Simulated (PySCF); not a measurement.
```xyz
3
charge 0 multiplicity 1, angstrom
S     0.0000    0.0000    0.0000
Au    0.0000    0.0000    2.2173
Au    0.0000    0.0000   -2.2173
```

These are results of PySCF, PBE0, basis S def2-TZVP, Au def2-TZVP with ECP60 (scalar-relativistic core potentials, no spin–orbit coupling, density fitting), not measurements.

This geometry of Au₂S is a stationary point at this level.

(1) What is the point group?

(2) Is it a minimum?

(3) Which band is strongest in the infrared?

(4) Give the atomic charges and bond orders.

Results:

(1) D∞h.

(2) No: it has 2 imaginary modes (one degenerate set), at 398i cm⁻¹ (πu).

(3) 507 cm⁻¹ (σu+), 42 km/mol.

(4) 
| atom | Mulliken | Löwdin | polar tensor | Mayer order to S1 |
| --- | --- | --- | --- | --- |
| S1 | -0.78 | -0.28 | 0.75 | – |
| Au2,3 | 0.39 | 0.14 | -0.37 | 1.01 |

This need not be the most stable arrangement of these atoms. At this level a singlet minimum of C2v symmetry lies 177 kJ/mol below this structure. The small gap makes a closed-shell description doubtful. With an element this heavy the missing spin–orbit coupling can shift these numbers.
